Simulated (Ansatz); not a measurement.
All values below come from frozen-core CCSD(T)/cc-pVTZ // B3LYP-D3(BJ)/def2-TZVP (Ansatz, a first-principles code).

Ansatz 0.2 input:
```yaml
crystal:
  periodic: [false, false, false]
  atoms:
    - { symbol: O, position_ang: [-1.412612, -0.538456, 0.151794] }
    - { symbol: Ga, position_ang: [0.159895, 0.282368, -0.044325] }
    - { symbol: O, position_ang: [1.641256, -0.700862, -0.013435] }
    - { symbol: Br, position_ang: [0.323211, 2.538982, -0.331322] }
    - { symbol: H, position_ang: [-2.169009, 0.056789, 0.124621] }
    - { symbol: H, position_ang: [1.457258, -1.638821, 0.112667] }
basis:
  gaussian: { orbitals: cc-pVTZ }
correlation:
  method: ccsd_t
```

Output:

```
Functional definition: HF
1093 factors; integrals over basis functions are off by at most 1.3e-3 eV
mean field evaluation 1: about -126442.0275 eV, gradient 5.1e1 eV
mean field evaluation 2: about -126442.1253 eV, gradient 5.1e1 eV
mean field evaluation 4: about -126446.6912 eV, gradient 2.4e0 eV
mean field evaluation 8: about -126446.7232 eV, gradient 1.9e-1 eV
mean field evaluation 16: about -126444.3766 eV, gradient 3.8e1 eV
mean field -126446.72334897 eV, -4646.8313744071 hartree, gradient 3.2e-6 eV, S^2 0.000000; 0 other end points of the search recorded, 0 dependent functions left out
20 core orbitals not correlated
reference -126446.72334897 eV, -4646.8313744071 hartree; 22, 22 occupied and 132, 132 virtual orbitals, 1093 factors
second order -23.55929171 eV of doubles, -0.00000000 eV of singles
cycle   1  -23.07205808 eV  change    4.9e-1 eV  update   1.1e-1
cycle   2  -23.66678492 eV  change   -5.9e-1 eV  update   3.4e-2
cycle   3  -23.79280736 eV  change   -1.3e-1 eV  update   1.8e-2
cycle   4  -23.77612173 eV  change    1.7e-2 eV  update   4.8e-3
cycle   5  -23.77318517 eV  change    2.9e-3 eV  update   2.2e-3
cycle   6  -23.77469486 eV  change   -1.5e-3 eV  update   6.7e-4
cycle   7  -23.77421476 eV  change    4.8e-4 eV  update   2.3e-4
cycle   8  -23.77413013 eV  change    8.5e-5 eV  update   6.6e-5
cycle   9  -23.77417751 eV  change   -4.7e-5 eV  update   2.4e-5
perturbative correction -0.96891987 eV, -0.0356071486 hartree
Total energy: -126471.46644635 eV, -4647.7406664643 hartree
```

Cost: around 4 core-minutes (rough).
